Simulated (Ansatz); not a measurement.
The first iterations of a band of GeH4O + H (7 atoms, charge 0, multiplicity 2).

The calculation used UHF/def2-SVP in Ansatz.

```yaml
movable_images: 7
climbing_image: yes
spring: 5.0 eV/Å²
optimiser: quadratic models (default)
start_path: through a guess of the saddle point
force_threshold: 0.5 eV/Å
iteration_limit: 60
end_points: relaxed
```

Initial state:

```xyz
7
Properties=species:S:1:pos:R:3
Ge 0.030 -0.007 -0.326
H 0.145 0.222 1.188
H 1.407 -0.021 -0.984
H -0.864 1.080 -0.940
O -0.660 -1.602 -0.643
H -1.529 -1.770 -0.314
H 0.080 0.008 5.140
```

Final state:

```xyz
7
Properties=species:S:1:pos:R:3
Ge -0.089 0.408 -0.891
H -0.004 -0.602 2.933
H 1.430 0.318 -1.086
H -0.843 0.153 -2.215
O -0.490 -0.865 0.276
H -1.408 -1.022 0.434
H 0.013 -0.480 3.671
```

| iteration | highest image above the first end (eV) | largest band force component (eV/Å) |
| --- | --- | --- |
| 1 | 2.146 | 10.652 |
| 2 | 0.416 | 4.453 |

Q: Does the band converge within its limit, and where does its top end?

A: The forces met the threshold. It ended after 7 iterations with the highest image 0.198 eV above the first end. The threshold of 0.5 eV/Å is loose, so the images may lie well off the minimum-energy path. The order of the point at the top wasn't checked.

Time of the run: 41 s on 1 thread of Intel(R) Xeon(R) 6975P-C (Granite Rapids), on a shared host, peak memory 0.17 GiB.
